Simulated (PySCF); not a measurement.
Consider chlorogermane, `[Cl][GeH3]` (ClGeH3). Coordinates in Å; atoms count from 1 in this order:
```
Cl    2.0133   -0.0209   -0.0140
Ge   -0.1502    0.0058   -0.0062
H    -0.5932    1.4436   -0.3090
H    -0.6104   -0.4415    1.3878
H    -0.6258   -0.9682   -1.0927
```

Level of theory: M06-2X/def2-TZVP single points in PySCF, grid level 3; every species was optimised with PBE0-D3(BJ)/def2-SVP. Thermal corrections: PBE0-D3(BJ)/def2-SVP frequencies, unscaled, ideal gas at 298.15 K and 1 bar, quasi-RRHO entropy.

Question: Rank these bonds by dissociation enthalpy, weakest first.
A. Cl1–Ge2
B. Ge2–H

Answer: B (333 kJ/mol), A (406 kJ/mol).

Question: For Cl1–Ge2, what are ΔE (electronic) and ΔG(298 K) of the homolysis?

Answer: ΔE = 413 and ΔG = 366 kJ/mol, beside ΔH = 406 kJ/mol. The radicals are Cl• and GeH3•.

Note: spin-orbit coupling is left out of the energies, which matters for open shells on the heavier atoms; atoms from Ga to Kr are treated without relativity.
